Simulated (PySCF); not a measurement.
One of the candidates below gave these computed data.

All candidates are C8H7FO.

| technique | computed result |
| --- | --- |
| 13C NMR | chemical shifts (computed TMS as zero) by class: 200.3 (1 C), 175.5 (1 C), 144.6 (1 C), 142.6 (1 C), 132.1 (1 C), 130.6 (1 C), 124.4 (1 C), 34.4 (1 C) ppm [GIAO CAM-B3LYP/pcSseg-1] |
| 1H NMR | chemical shifts (computed TMS as zero) by class: 8.51 (1 H), 7.57 (1 H), 7.32 (1 H), 7.21 (1 H), 2.60 (3 H) ppm [GIAO CAM-B3LYP/pcSseg-1] |
| Dipole | 2.88 D [CAM-B3LYP/def2-SVPD] |
| Valence photoelectron | vertical ionisation energy: 9.54 eV [ΔSCF CAM-B3LYP/def2-SVPD] |
| NMR, other nuclei | isotropic shieldings of nuclei other than C and H, by class: -316 (1 O), 293 (1 F) ppm [GIAO CAM-B3LYP/pcSseg-1] |
| Rotational structure | rotational constants A, B, C: 2.237, 1.203, 0.786 GHz [PBE0-D3(BJ)/def2-SVP] |
| UV, first state | lowest singlet excitation: 4.06 eV (305 nm, f = 0.000) [TDDFT CAM-B3LYP/def2-SVPD] |

Gas-phase values; electronic properties from PySCF, density fitting. Levels stand in brackets. One conformer (not necessarily the lowest) at the PBE0-D3(BJ)/def2-SVP geometry, without solvent, vibrations or thermal averaging. Each NMR value is the plain mean over a class of atoms that symmetry, rotation or inversion makes alike.

Task: Which candidate is it?
A. `CC(=O)c1ccccc1F`
B. `Cc1cccc(C(=O)F)c1`
C. `O=Cc1ccc(CF)cc1`

Result: A. It is `CC(=O)c1ccccc1F`. Numbering: `[CH3:1][C:2](=[O:3])[c:4]1[cH:5][cH:6][cH:7][cH:8][c:9]1[F:10]`. Its formula, C8H7FO, gives 5 degrees of unsaturation: 1 ring and 4 π bonds in the structure found (Kekulé form). 8 carbons fall into 8 classes; from least to most shielded: ketone carbonyl carbon [C2] (200.3 ppm), aromatic C–F carbon [C9] (175.5 ppm), aromatic CH carbon [C7] (144.6 ppm), aromatic CH carbon [C5] (142.6 ppm), aromatic CH carbon [C6] (132.1 ppm), substituted aromatic carbon [C4] (130.6 ppm), aromatic CH carbon [C8] (124.4 ppm), methyl carbon next to a carbonyl [C1] (34.4 ppm). Hydrogen classes from least to most shielded: 1 H on an aromatic CH carbon, C5 (8.51 ppm), 1 H on an aromatic CH carbon, C7 (7.57 ppm), 1 H on an aromatic CH carbon, C6 (7.32 ppm), 1 H on an aromatic CH carbon, C8 (7.21 ppm), 3 H on a methyl carbon next to a carbonyl, C1 (2.60 ppm). The other shieldings belong to: -316 ppm, ketone oxygen [O3]; 293 ppm, aryl fluorine [F10]. S1 is mainly HOMO−1→LUMO (weight 0.82); the largest Löwdin shares of the orbital it empties are 0.61 on the ketone oxygen, 0.11 on the ketone carbonyl carbon, 0.10 on the methyl carbon next to a carbonyl and 0.09 on the substituted aromatic carbon, of the orbital it fills 0.18 on the ketone carbonyl carbon, 0.16 on the ketone oxygen, 0.15 on an aromatic CH carbon and 0.13 on the substituted aromatic carbon. The first electron is taken from the HOMO, whose largest Löwdin shares are 0.24 on an aromatic CH carbon, 0.19 on the aromatic C–F carbon, 0.12 on an aromatic CH carbon and 0.11 on an aromatic CH carbon. By its constants the optimised geometry is an asymmetric top.

The others, at the same levels:
- `O=Cc1ccc(CF)cc1` fails: its computed lowest singlet excitation is 3.91 eV (317 nm, f = 0.000) (against 4.06 eV), rotational constant A is 4.585 GHz (against 2.237 GHz) and smallest rotational constant is 0.582 GHz (against 0.786 GHz).
- `Cc1cccc(C(=O)F)c1` fails: its computed lowest singlet excitation is 4.89 eV (253 nm, f = 0.036) (against 4.06 eV), rotational constant A is 2.644 GHz (against 2.237 GHz) and smallest rotational constant is 0.689 GHz (against 0.786 GHz).

Each candidate is one conformer, not necessarily the lowest. The conformers computed, where there is a choice (atom-mapped SMILES and torsion angles):
- `[CH3:1][C:2](=[O:3])[c:4]1[cH:5][cH:6][cH:7][cH:8][c:9]1[F:10]`: C1–C2–C4–C5 178°
- `[O:1]=[CH:2][c:3]1[cH:4][cH:5][c:6]([CH2:7][F:8])[cH:9][cH:10]1`: O1–C2–C3–C4 -179°, C5–C6–C7–F8 -1°
- `[CH3:1][c:2]1[cH:3][cH:4][cH:5][c:6]([C:7](=[O:8])[F:9])[cH:10]1`: C5–C6–C7–O8 179°
